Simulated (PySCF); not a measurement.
A PySCF script (with the pyscf-properties extension) for the NMR shieldings of SMILES CS[Si@H](CCN)[SiH2]N, C₃H₁₄N₂SSi₂, on a GFN2-xTB geometry:

```python
import basis_set_exchange as bse
import numpy as np
from pyscf import gto, dft
from pyscf.prop import nmr

atoms = """
C     3.213490   -0.768275    0.453647
S     1.623876   -1.492292   -0.051907
Si    0.286771    0.139284    0.437261
C    -1.379254   -0.377229   -0.316719
C    -1.827499   -1.770460    0.107207
N    -3.145601   -2.057294   -0.439393
Si    1.084954    2.162332   -0.344500
N    -0.287409    3.200470   -0.306691
H     3.168078   -0.483350    1.500032
H     3.435634    0.095322   -0.165879
H     3.967411   -1.535177    0.310092
H     0.162972    0.066255    1.907744
H    -1.313479   -0.347464   -1.406575
H    -2.149377    0.339580   -0.032662
H    -1.058300   -2.498953   -0.199831
H    -1.910931   -1.815564    1.196957
H    -3.106443   -2.056564   -1.454155
H    -3.456848   -2.976731   -0.144615
H     2.233247    2.640614    0.456806
H     1.534338    2.209903   -1.739866
H    -0.883019    3.210531    0.504790
H    -0.203021    4.134446   -0.673377
"""
names = dict.fromkeys(["C", "S", "Si", "N", "H"], "pcSseg-1")
basis = {el: gto.basis.parse(bse.get_basis(n, elements=[el], fmt="nwchem")) for el, n in names.items()}
mol = gto.M(atom=atoms, basis=basis, charge=0, verbose=0)
mf = dft.RKS(mol, xc="PBE0")
mf.grids.level = 2
mf.grids.alignment = dft.numint.BLKSIZE   # the property module wants whole blocks of grid points
mf.conv_tol = 1e-9
mf.kernel()

calc = nmr.RKS(mf)   # GIAO
C = mf.mo_coeff
Co = C[:, mf.mo_occ > 0]
resp = mf.gen_response(singlet=True, hermi=2)
def vind(x):   # induced exchange potential for any number of trial vectors
    d = np.einsum("pi,xij,qj->xpq", C, 2 * x.reshape(-1, C.shape[1], Co.shape[1]), Co, optimize=True)
    return np.einsum("xpq,pi,qj->xij", resp(d - d.transpose(0, 2, 1)), C, Co, optimize=True).ravel()
mo1, _ = nmr.rhf.solve_mo1(calc, with_cphf=vind)
sigma = calc.kernel(mo1)
for i, s in enumerate(sigma):   # ppm
    w = np.linalg.eigvalsh((s + s.T) / 2)
    print("%2d %-2s iso %8.1f  s11 %8.1f  s22 %8.1f  s33 %8.1f" % (i, mol.atom_pure_symbol(i), w.mean(), *w))
```

**Question.** What does it print?

**Answer.** 
```
 0 C  iso    172.5  s11    163.0  s22    166.0  s33    188.5
 1 S  iso    718.3  s11    603.4  s22    638.1  s33    913.4
 2 Si iso    369.1  s11    332.2  s22    367.0  s33    408.1
 3 C  iso    167.6  s11    154.7  s22    165.3  s33    182.9
 4 C  iso    141.9  s11    125.6  s22    133.7  s33    166.5
 5 N  iso    222.5  s11    179.4  s22    231.2  s33    257.0
 6 Si iso    404.2  s11    362.6  s22    372.5  s33    477.5
 7 N  iso    273.5  s11    232.3  s22    268.6  s33    319.7
 8 H  iso     29.8  s11     24.4  s22     27.6  s33     37.4
 9 H  iso     30.0  s11     23.8  s22     29.1  s33     37.0
10 H  iso     29.7  s11     23.7  s22     26.8  s33     38.8
11 H  iso     26.6  s11     23.5  s22     24.9  s33     31.3
12 H  iso     30.7  s11     26.5  s22     30.6  s33     35.0
13 H  iso     30.4  s11     25.2  s22     30.1  s33     35.8
14 H  iso     28.4  s11     20.5  s22     30.1  s33     34.6
15 H  iso     29.0  s11     23.5  s22     30.6  s33     33.0
16 H  iso     31.5  s11     24.6  s22     30.5  s33     39.5
17 H  iso     30.7  s11     22.9  s22     27.4  s33     41.8
18 H  iso     26.4  s11     21.6  s22     26.4  s33     31.3
19 H  iso     26.7  s11     23.7  s22     25.9  s33     30.6
20 H  iso     32.3  s11     24.3  s22     29.8  s33     42.7
21 H  iso     31.8  s11     23.2  s22     27.3  s33     44.9
```

These numbers come from an equivalent density-fitted implementation of the same equations, which agrees with the script to about 0.01 ppm for H and up to a few tenths of a ppm for heavy atoms, so last digits may differ.

**Question.** Turn these shieldings into chemical shifts. Scale: $^{13}$C (σ = 186.93 ppm), $^{29}$Si (σ = 349.16 ppm), $^{1}$H (σ = 31.72 ppm) vs TMS; CS2 for $^{33}$S (σ = 503.73 ppm); $^{15}$N (σ = 267.73 ppm) vs NH3 (reference shieldings calculated alike).

**Answer.** Averaging equivalent atoms: C 4: 45.0; C 3: 19.3; C 0: 14.4; S 1: -215; Si 2: -19.9; Si 6: -55.1; N 5: 45.2; N 7: -5.8; H 18: 5.30; H 11: 5.15; H 19: 4.97; H 14: 3.32; H 15: 2.69; H 8/9/10: 1.88; H 13: 1.33; H 12: 0.99; H 16/17: 0.60; H 20/21: -0.31 ppm. Experimental scales use liquid or dissolved standards, which lie at an offset from isolated NH3 (liquid NH3: subtract about 20 ppm).

Size and cost of the density-fitted run: 227 basis functions, 2.1 min wall time on 1 thread of an Intel Xeon, shared host; peak memory 1 GiB.
